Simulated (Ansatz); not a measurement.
C$_{2}$H$_{5}$BClFSi (`F[C@@H]1B[Si@H](Cl)C1`) at its PBE0-D4/def2-TZVP geometry, where that method's forces vanish. The species carries charge 0 and has multiplicity 1.

```
atom    x (Å)    y (Å)    z (Å)
  F1  -2.0931  -0.9329   0.7414
  C2  -0.9976  -0.2990   0.2643
  B3  -0.8279   0.4818  -1.0260
 Si4   1.1039   0.5052  -0.4644
 Cl5   2.3348  -0.5763  -1.7133
  C6   0.3457  -0.6003   0.8925
  H7  -1.1480   0.8807   0.4381
  H8  -1.6490   0.8529  -1.7985
  H9   1.8709   1.6926  -0.0149
 H10   0.4418  -0.3593   1.9513
 H11   0.6186  -1.6453   0.7295
```

Question: For each bond, give half the difference of the two atoms' forces along it (eV/Å; positive pushes the atoms apart) under PBE-D4, r2SCAN-D4, B3LYP-D4, ωB97M-V in def2-TZVPP. (An estimate is asked.)

Answer: Ansatz gave: 
```tsv
bond	length (Å)	PBE-D4	r2SCAN-D4	B3LYP-D4	ωB97M-V
F1–C2	1.353	0.55	0.37	0.38	0.20
C2–B3	1.518	-0.02	-0.05	-0.09	-0.05
C2–C6	1.513	-0.06	0.01	0.11	0.14
C2–H7	1.202	0.15	0.01	-0.18	-0.10
B3–Si4	2.012	-0.03	0.04	0.10	0.05
B3–H8	1.187	0.02	-0.09	-0.15	-0.13
Si4–Cl5	2.060	0.19	0.05	0.17	0.09
Si4–C6	1.907	0.08	0.06	0.13	0.03
Si4–H9	1.483	0.06	-0.03	-0.17	-0.17
C6–H10	1.090	0.05	-0.06	-0.08	-0.09
C6–H11	1.092	0.09	-0.04	-0.11	-0.09
```

B3LYP here is the variant with VWN-RPA as its local correlation; programs differ in this.
